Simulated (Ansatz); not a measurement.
One change: `BC1[SiH2]S1` becomes `BC1[SiH2][Se]1`.

Ansatz, PBE0-D4/def2-TZVP geometries, multiplicity 1. 

Scalar relativity is left out up to krypton.

```csv
property,`BC1[SiH2]S1`
size of the dipole moment (B3LYP/def2-TZVPP) / D,1.80
HOMO–LUMO gap (PBE/def2-TZVPP) / eV,3.91
HOMO–LUMO gap (ωB97M-V/def2-TZVPP) / eV,10.12
LUMO energy (ωB97M-V/def2-TZVPP) / eV,0.78
HOMO energy (PBE0/def2-TZVPP) / eV,-7.17
HOMO–LUMO gap (B3LYP/def2-TZVPP) / eV,5.61
```

Problem. Give the same properties after the change, and the shifts. (An estimate is asked.)

Solution. Computed: 
```tsv
property	`BC1[SiH2][Se]1`	shift
size of the dipole moment (B3LYP/def2-TZVPP) / D	1.63	-0.17
HOMO–LUMO gap (PBE/def2-TZVPP) / eV	3.41	-0.50
HOMO–LUMO gap (ωB97M-V/def2-TZVPP) / eV	9.53	-0.59
LUMO energy (ωB97M-V/def2-TZVPP) / eV	0.55	-0.23
HOMO energy (PBE0/def2-TZVPP) / eV	-6.83	0.34
HOMO–LUMO gap (B3LYP/def2-TZVPP) / eV	5.02	-0.59
```

With PBE0 the HOMO rises by 0.34 eV and the LUMO falls by 0.24 eV, so the gap narrows by about 0.58 eV. PBE moves the HOMO by 0.26 eV and ωB97M-V by 0.36 eV. Dipoles are sizes alone; their direction can turn.

B3LYP here is the variant with VWN-RPA as its local correlation; programs differ in this.

Spin–orbit coupling is left out; it splits and shifts lone-pair levels of the heavy atoms by tenths of an eV.
